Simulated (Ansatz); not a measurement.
C3H7GaO, SMILES `C=C(O)[CH2][GaH2]`. Charge 0, multiplicity 1.

```
atom   x (Å)   y (Å)   z (Å)
  C1  -0.336  -0.249  -1.869
  C2  -0.371  -0.117  -0.549
  O3  -0.483  -1.208   0.307
  C4  -0.194   1.078   0.302
 Ga5   0.845   0.153   1.751
  H6  -0.248   0.625  -2.498
  H7  -0.390  -1.218  -2.354
  H8  -0.479  -2.037  -0.183
  H9   0.270   1.902  -0.234
 H10  -1.149   1.407   0.721
 H11   2.302  -0.336   1.419
 H12   0.232  -0.001   3.188
```

Task: List the harmonic frequencies (cm⁻¹, unscaled) at PBE0-D4/def2-TZVP in Ansatz. (Estimate.)

Result: Computed: 82, 113, 294, 350, 414, 435, 486, 505, 607, 680, 717, 744, 761, 820, 886, 956, 1075, 1103, 1187, 1304, 1422, 1451, 1740, 1956, 1963, 3077, 3166, 3169, 3271, 3834.

Task: Is this a minimum?

Result: Yes, all 30 modes are real.

Task: Give the ideal-gas thermochemistry at 298.15 K and 1 bar (rigid rotor, harmonic oscillator; point group C1, symmetry number 1).

Result: Zero-point energy 230.7 kJ/mol; H(298) − E = 251.5 kJ/mol; entropy 344.8 J/(mol·K), of which translation 169.4, rotation 112.5, vibration 62.9; G(298) − E = 148.7 kJ/mol. Modes under 100 cm⁻¹ are hindered rotations or soft bends, so the harmonic entropy is rough.

Task: Rotational constants (cm⁻¹)?

Result: 0.2683, 0.06453, 0.05718.
